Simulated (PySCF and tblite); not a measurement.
The numbers below are computed, except where a source is named.
Stationary points of C6H11N at GFN2-xTB, in Å:

Structure A

```
 1 C     2.607    0.667    0.838
 2 C     1.963   -0.331    0.263
 3 C     0.581   -0.767    0.628
 4 C    -0.389   -0.528   -0.536
 5 C    -1.871   -0.693   -0.161
 6 C    -1.957    0.838   -0.208
 7 N    -0.647    0.877   -0.862
 8 H     2.177    1.227    1.653
 9 H     3.597    0.962    0.532
10 H     2.417   -0.875   -0.554
11 H     0.235   -0.218    1.507
12 H     0.578   -1.835    0.863
13 H    -0.053   -1.088   -1.415
14 H    -2.065   -1.156    0.804
15 H    -2.462   -1.184   -0.929
16 H    -2.000    1.302    0.784
17 H    -2.746    1.262   -0.832
18 H     0.026    1.544   -0.501
```

Structure B

```
 1 C     2.697    0.579    0.764
 2 C     2.012   -0.371    0.156
 3 C     0.634   -0.799    0.539
 4 C    -0.373   -0.436   -0.565
 5 C    -1.857   -0.673   -0.214
 6 C    -2.070    0.844   -0.354
 7 N    -0.679    0.959   -0.674
 8 H     2.299    1.104    1.618
 9 H     3.683    0.870    0.444
10 H     2.432   -0.880   -0.703
11 H     0.335   -0.310    1.467
12 H     0.608   -1.882    0.683
13 H    -0.051   -0.906   -1.509
14 H    -2.020   -1.063    0.787
15 H    -2.403   -1.276   -0.935
16 H    -2.379    1.357    0.568
17 H    -2.757    1.139   -1.160
18 H    -0.111    1.745   -0.912
```

Structure C

```
 1 C     2.792    0.477    0.881
 2 C     2.035   -0.380    0.224
 3 C     0.662   -0.795    0.646
 4 C    -0.387   -0.326   -0.361
 5 C    -1.857   -0.655   -0.049
 6 C    -2.145    0.829   -0.307
 7 N    -0.708    1.099   -0.249
 8 H     2.460    0.933    1.799
 9 H     3.772    0.759    0.534
10 H     2.386   -0.822   -0.701
11 H     0.424   -0.367    1.620
12 H     0.610   -1.886    0.712
13 H    -0.097   -0.645   -1.373
14 H    -2.013   -0.949    0.985
15 H    -2.345   -1.365   -0.712
16 H    -2.705    1.363    0.464
17 H    -2.613    1.012   -1.281
18 H    -0.324    1.716   -0.954
```

The path came from a restrained scan, a climbing-image band and a saddle search at GFN2-xTB; energies are PBE0/pcSseg-1 + D3(BJ)//GFN2-xTB, thermal terms GFN2-xTB.

Which structure is a saddle point, and along which motion?

B: one imaginary mode (603i cm⁻¹ at GFN2-xTB, mostly on H18, N7), along the pyramidal inversion at N7.

Give their symmetry and energies above the lowest.

A C1, 0.1 kcal/mol; B C1, 4.7 kcal/mol; C C1, 0.0 kcal/mol.
